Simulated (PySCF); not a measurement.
Gas-phase reaction: GaHCl2 + 2 H → GaH3 + 2 Cl

Energies from PySCF, thermal terms from the rigid-rotor harmonic-oscillator model, ideal gas at 1 bar. † marks an energy on the PBE0/def2-TZVP geometry and frequencies; other levels use their own. MP2 freezes the core. Open shells (unrestricted): H (multiplicity 2), Cl (multiplicity 2, electronic degeneracy 6); the rest are closed-shell singlets. Spin-orbit splitting is ignored; it lowers the true energy and changes the entropy of Cl. Ga: all electrons, no relativistic terms. GaHCl2, GaH3: computed as isolated molecules; such fragments, hydroxides, amides, oligomers or adducts are transient or little studied in the gas. MP2 isn't extrapolated to the basis-set limit; its ΔH°(298 K) is 239.3 kJ in def2-SVP and 260.8 kJ in def2-TZVPP. The harmonic model lacks anharmonicity and excited electronic states, which grow with temperature; levels with a mode under 35 cm⁻¹ are left out.

| level | ΔE electronic, kJ | ΔH°(298 K), kJ | ΔS°(298 K), J/K | ΔG°(800 K), kJ |
|---|---|---|---|---|
| BLYP/def2-TZVP† | 163 | 184 | 25 | 169 |
| M06-2X/def2-TZVP† | 228 | 248 | 25 | 233 |
| MP2/def2-SVP† | 219 | 239 | 25 | 224 |
| PBE0/def2-TZVP | 211 | 232 | 25 | 217 |
| LDA/def2-TZVP† | 261 | 282 | 25 | 267 |
| ωB97M-V/def2-TZVP† | 201 | 222 | 25 | 207 |
ΔH° is lowest at BLYP/def2-TZVP† and highest at LDA/def2-TZVP†. No reference value is set beside these.
